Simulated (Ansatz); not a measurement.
In(IMe)F3 (C₅H₈F₃InN₂), relaxed as a singlet with RKS PBE-D4/def2-SVP in Ansatz, starting from the GFN2-xTB geometry. Force threshold 0.03 eV/Å.

In the def2 sets In takes a core potential; there is no spin–orbit coupling.

Start:

```xyz
19

In   -2.135    0.799   -0.696
C    -0.154   -0.002   -0.105
N     0.724   -0.767   -0.750
C     0.532   -1.326   -2.060
C     1.830   -0.934    0.033
C     1.606   -0.246    1.184
N     0.373    0.321    1.074
C    -0.285    1.150    2.046
H     1.297   -0.953   -2.744
H     0.595   -2.415   -2.017
H    -0.451   -1.034   -2.428
H     2.674   -1.516   -0.277
H     2.226   -0.125    2.049
H    -1.276    0.747    2.261
H     0.306    1.189    2.958
H    -0.416    2.157    1.645
F    -3.216    0.099    0.797
F    -2.504    0.143   -2.522
F    -1.724    2.713   -0.451
```

```
         step  energy (eV)  largest force component (eV/Å)  SCF passes
            1  -21592.2897                           1.914          23
            2  -21592.4584                           0.851          21
            3  -21592.4844                           0.109          21
            4  -21592.4869                           0.056          21
            5  -21592.4879                           0.042          21
            6  -21592.4885                           0.035          22
            7  -21592.4914                           0.130          21
            8  -21592.4933                           0.290          21
            9  -21592.4999                           0.202          23
           10  -21592.5264                           0.081          20
11 (rejected)  -21592.5262                           0.564          21
           12  -21592.5354                           0.076          20
           13  -21592.5426                           0.089          20
           14  -21592.5452                           0.289          21
           15  -21592.5566                           0.094          20
           16  -21592.5595                           0.033          20
           17  -21592.5604                           0.132          21
           18  -21592.5615                           0.041          22
           19  -21592.5618                           0.010          22
```

Force components are those of the run's own axes.

End:

| atom | x (Å) | y (Å) | z (Å) |
| --- | --- | --- | --- |
| In1 | -2.147 | 0.790 | -0.770 |
| C2 | -0.143 | 0.083 | -0.068 |
| N3 | 0.744 | -0.675 | -0.761 |
| C4 | 0.517 | -1.146 | -2.127 |
| C5 | 1.861 | -0.934 | 0.016 |
| C6 | 1.650 | -0.321 | 1.228 |
| N7 | 0.411 | 0.293 | 1.152 |
| C8 | -0.241 | 1.055 | 2.218 |
| H9 | 1.083 | -0.523 | -2.847 |
| H10 | 0.849 | -2.198 | -2.212 |
| H11 | -0.574 | -1.084 | -2.338 |
| H12 | 2.701 | -1.537 | -0.345 |
| H13 | 2.270 | -0.284 | 2.129 |
| H14 | -1.331 | 1.088 | 2.003 |
| H15 | -0.070 | 0.549 | 3.187 |
| H16 | 0.172 | 2.082 | 2.263 |
| F17 | -3.106 | 0.852 | 0.999 |
| F18 | -2.565 | -0.668 | -2.094 |
| F19 | -2.082 | 2.577 | -1.634 |

By distances, no bond broke or formed. The bond that changes most is In1–F17, from 1.97 to 2.01 Å (atoms count from 1).

No frequencies were taken in this run, so the end may be a saddle point.

Run time 54 s (4 threads of Arm Neoverse V2 on a shared host).
